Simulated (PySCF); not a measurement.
CH4AlFOSe. Atoms are numbered in the order given.

```xyz
9

Al    -0.4213     0.5210     0.0000
F     -2.0589     0.8081     0.0000
O      0.6923     1.7713     0.0000
C      0.8374     3.1525     0.0000
H      1.4018     3.4813     0.8897
H     -0.1316     3.6831     0.0000
H      1.4018     3.4813    -0.8897
Se     0.3472    -1.6362     0.0000
H     -1.0331    -2.1483     0.0000
```

The structure is a stationary point at PBE0-D3(BJ)/def2-SVP. Other conformers were not sampled.

Computed with PySCF with PBE/def2-TZVP.

Gas-phase values at a fixed geometry.

- total energy: -2859.10205 hartree
- point group: Cs
- highest occupied level: -6.33 eV
- lowest empty level: -1.60 eV
- orbital gap: 4.72 eV
- dipole moment: 0.91 D
- quadrupole, principal values (traceless, Buckingham form, about the centre of nuclear charge): -9.00, 0.70, 8.30 D·Å
- mean static polarisability: 68.0 bohr³ (10.08 Å³)
- polarisability, principal values: 55.4, 61.1, 87.5 bohr³
